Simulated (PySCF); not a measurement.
Bonds: B1-N4 1.405 Å, N4-C5 1.198 Å, C5-O6 1.166 Å. B1 carries H2, H3.

Geometry: PBE0-D3(BJ)/def2-SVP; GIAO shifts from PySCF, gas phase, non-relativistic, averaged over equivalent atoms.

At PBE0/pcSseg-1 (78 basis functions, 3.1 s wall time on 1 thread of an Arm Neoverse V2, shared host):
| atoms | δ (ppm) |
| --- | --- |
| B1 | 51.6 |
| H2/H3 | 5.81 |
| N4 | 104.0 |
| C5 | 140.5 |
| O6 | 211.6 |

References, each an isolated molecule treated in the same way: BF3·OEt2 for 11B (σref 100.73); 1H (σref 31.27), 13C (σref 184.41) against TMS; 15N (σref 265.67) vs NH3; 17O (σref 334.56) vs H2O.

Question: Estimate the result of repeating the calculation with wB97X-D/pcSseg-1.

Answer: 
| atoms | δ at wB97X-D/pcSseg-1 | change |
| --- | --- | --- |
| B1 | 49.3 | -2.3 |
| H2/H3 | 5.62 | -0.19 |
| N4 | 92.8 | -11.2 |
| C5 | 141.1 | +0.6 |
| O6 | 198.5 | -13.1 |

Chemical shifts δ = σref − σ; BF3·OEt2 for 11B (σref 101.61); 1H (σref 31.38) and 13C (σref 184.54) vs TMS; 15N (σref 263.98) vs NH3; 17O (σref 333.19) against H2O, all at this level.

The largest change is at O6 (oxygen bonded to C). Cost: 78 basis functions, 2.4 s wall time on 1 thread of an Arm Neoverse V2, shared host.

Experimental scales use liquid or dissolved standards, which lie at an offset from isolated NH3 (liquid NH3: subtract about 20 ppm) and H2O (liquid H2O: subtract about 36 ppm).
